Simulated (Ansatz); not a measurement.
System: C4H5N, charge 0, singlet. C4H5N (SMILES C/C=C\C#N).
B3LYP-D3(BJ)/def2-TZVP minimum from Ansatz (a first-principles code):
```
C
C 1 1.3365
H 2 1.0826 1 120.89
H 1 1.0850 2 117.12 3 0.00
C 2 1.4241 3 115.94 1 -180.00
N 5 1.1531 3 152.15 2 180.00
C 1 1.4884 4 116.79 2 180.00
H 7 1.0890 1 112.12 4 -180.00
H 7 1.0936 8 108.70 1 -122.19
H 7 1.0936 8 108.70 9 -115.62
```

Total energies in cc-pVDZ, 26 correlated electrons, 5 frozen orbitals. Radicals and triplets start from unrestricted determinants; spin-orbit coupling is neglected. Cores are frozen in correlated methods. No relativity. The restricted determinant of C4H5N (C/C=C\C#N, singlet) is unstable towards broken spin symmetry in at least one set run.

```csv
method,program,energy (Eh),minus CCSDT(Q) (mEh)
HF,Ansatz,-208.82613,751.50
MP2,Ansatz,-209.50781,69.81
CCSD,Ansatz,-209.54598,31.64
CCSD(T),Ansatz,-209.57433,3.29
CCSDT(Q),Ansatz,-209.57762,0.00
```
